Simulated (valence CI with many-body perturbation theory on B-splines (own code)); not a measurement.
Level structure of Te46+

Computed by configuration interaction combined with many-body perturbation theory (CI+MBPT): four valence electrons over a frozen Dirac-Fock core [He], radial functions for each j: 11 s, 11 p, 10 d, 8 f, 5 g, 2 h, with the one-electron correlation potential Σ1 (screened to all orders), the two-electron term Σ2, the three-electron term Σ3, Breit, model QED; selected single and double excitations, second order for the rest, scaled by the run's own slope (own B-spline code, finite nucleus).

No measured spectrum was set against this ion. As an estimate, large intervals hold to a few tenths of a per cent, small ones and those within an open d or f shell to about a per cent. Among the levels kept, up to 840 cm⁻¹ of a level comes from second order outside the variational space, and about a tenth of that is noise between levels of different J, which matters for small intervals.

Levels 46 to 90 of 205, with energies above the lowest level, (2s^2 2p1/2^2) J=0. "Leading %" is the weight of the configuration and term that name the level; weights of strongly mixed levels are sums over their largest components and can fall short. In the jj column 3d3/2^4 stands for four electrons in 3d with j = 3/2. Lifetimes count E1, E2, E3, M1 and M2 decay at the calculated energies, and are blank where another channel may lead or the interval is too uncertain; long ones can be off by a factor of two.

```csv
No.,Configuration,Term,J,E (Ry),Leading %,Lifetime,g,Leading jj
46,2s 2p2 3s,3P,1,371.75,62,19.2 fs,1.541,2s 2p1/2 2p3/2 3s (87 %)
47,2s2 2p 3p,3D,3,371.88,50,80.9 fs,1.388,2s^2 2p3/2 3p3/2 (50 %)
48,2s2 2p 3p,1P,1,372.65,43,124 fs,1.392,2s^2 2p3/2 3p3/2 (85 %)
49,2s 2p2 3s,3P,2,373.36,24,28.7 fs,1.276,2s 2p1/2 2p3/2 3s (58 %)
50,2s2 2p 3p,3D,3,373.44,48,59.5 fs,1.400,2s 2p1/2 2p3/2 3s (49 %)
51,2s 2p2 3p,5P°,1,374.51,39,25.0 fs,1.897,2s 2p1/2 2p3/2 3p1/2 (99 %)
52,2s2 2p 3p,3P,2,374.58,37,38.5 fs,1.277,2s^2 2p3/2 3p3/2 (54 %)
53,2s2 2p 3p,1S,0,375.02,57,61.8 fs,,2s^2 2p3/2 3p3/2 (79 %)
54,2s 2p2 3p,5D°,2,375.11,47,11.3 fs,1.373,2s 2p1/2 2p3/2 3p1/2 (98 %)
55,2s 2p2 3s,3D,1,376.59,65,17.7 fs,0.730,2s 2p1/2 2p3/2 3s (98 %)
56,2s 2p2 3p,3F°,3,376.70,20,3.99 fs,1.222,2s 2p1/2 2p3/2 3p1/2 (79 %)
57,2s 2p2 3s,3P,1,376.87,56,24.8 fs,1.568,2s 2p1/2 2p3/2 3s (95 %)
58,2s 2p2 3s,1D,2,377.00,34,30.6 fs,1.205,2s 2p1/2 2p3/2 3s (95 %)
59,2s 2p2 3s,3P,0,377.06,78,18.8 fs,,2s 2p1/2 2p3/2 3s (78 %)
60,2s2 2p 3d,3D°,2,377.11,41,3.09 fs,1.008,2s^2 2p3/2 3d3/2 (90 %)
61,2s2 2p 3d,3P°,1,377.73,59,2.32 fs,1.114,2s^2 2p3/2 3d3/2 (96 %)
62,2s2 2p 3d,3F°,3,377.77,40,6.87 fs,1.154,2s^2 2p3/2 3d3/2 (71 %)
63,2s2 2p 3d,3P°,0,377.82,96,2.80 fs,,2s^2 2p3/2 3d3/2 (96 %)
64,2s2 2p 3d,3F°,4,378.33,97,48.4 ps,1.240,2s^2 2p3/2 3d5/2 (97 %)
65,2s 2p2 3p,3P°,2,378.50,39,21.7 fs,1.520,2s 2p1/2 2p3/2 3p1/2 (96 %)
66,2s2 2p 3d,3P°,2,379.01,48,3.43 fs,1.267,2s^2 2p3/2 3d5/2 (93 %)
67,2s2 2p 3d,3D°,3,379.95,49,1.66 fs,1.166,2s^2 2p3/2 3d5/2 (88 %)
68,2s 2p2 3p,3P°,0,380.39,44,48.7 fs,,2s 2p1/2 2p3/2 3p1/2 (92 %)
69,2s 2p2 3p,3D°,1,380.40,50,9.83 fs,0.917,2s 2p1/2 2p3/2 3p1/2 (74 %)
70,2s 2p2 3p,3F°,2,380.43,48,29.0 fs,0.900,2s 2p1/2 2p3/2 3p1/2 (97 %)
71,2s2 2p 3d,1P°,1,380.44,51,3.08 fs,1.000,2s^2 2p3/2 3d5/2 (74 %)
72,2s 2p2 3p,5D°,3,380.95,50,56.5 fs,1.505,2s 2p1/2 2p3/2 3p3/2 (98 %)
73,2s 2p2 3p,5P°,1,381.41,26,9.52 fs,1.608,2s 2p1/2 2p3/2 3p3/2 (95 %)
74,2s 2p2 3p,3D°,2,382.15,48,11.4 fs,1.446,2s 2p1/2 2p3/2 3p3/2 (98 %)
75,2s 2p2 3p,3D°,1,382.56,32,20.3 fs,1.116,2s 2p1/2 2p3/2 3p1/2 (96 %)
76,2s 2p2 3p,3P°,0,382.90,87,6.43 fs,,2s 2p1/2 2p3/2 3p3/2 (96 %)
77,2s 2p2 3p,3F°,4,383.17,54,2.94 ps,1.349,2s 2p1/2 2p3/2 3p3/2 (97 %)
78,2s 2p2 3p,3P°,2,383.63,51,12.0 fs,1.388,2s 2p1/2 2p3/2 3p3/2 (96 %)
79,2s 2p2 3p,1P°,1,384.23,39,6.77 fs,1.192,2s 2p1/2 2p3/2 3p3/2 (93 %)
80,2s 2p2 3p,3D°,3,384.47,49,12.2 fs,1.299,2s 2p1/2 2p3/2 3p3/2 (97 %)
81,2s 2p2 3d,5F,2,384.97,45,8.71 fs,1.183,2s 2p1/2 2p3/2 3d3/2 (98 %)
82,2s 2p2 3d,5D,1,385.04,53,11.7 fs,1.212,2s 2p1/2 2p3/2 3d3/2 (98 %)
83,2s 2p2 3d,5D,0,385.06,85,49.7 fs,,2s 2p1/2 2p3/2 3d3/2 (99 %)
84,2s 2p2 3d,5F,3,385.43,58,8.43 fs,1.228,2s 2p1/2 2p3/2 3d3/2 (88 %)
85,2s 2p2 3d,5F,4,386.34,56,116 fs,1.358,2s 2p1/2 2p3/2 3d5/2 (92 %)
86,2s 2p2 3p,3D°,2,386.72,33,20.8 fs,1.331,2s 2p1/2 2p3/2 3p3/2 (88 %)
87,2s 2p2 3p,3F°,3,387.12,40,18.8 fs,1.161,2s 2p1/2 2p3/2 3p3/2 (98 %)
88,2s 2p2 3d,3F,4,387.27,39,2.78 ps,1.234,2s 2p1/2 2p3/2 3d3/2 (80 %)
89,2s 2p2 3d,3F,3,387.49,34,3.39 fs,1.314,2s 2p1/2 2p3/2 3d3/2 (62 %)
90,2s 2p2 3d,3F,2,387.61,27,4.23 fs,1.264,2s 2p1/2 2p3/2 3d5/2 (96 %)
```

Where two levels of one J and parity lie close, their mixing, g and order are uncertain.
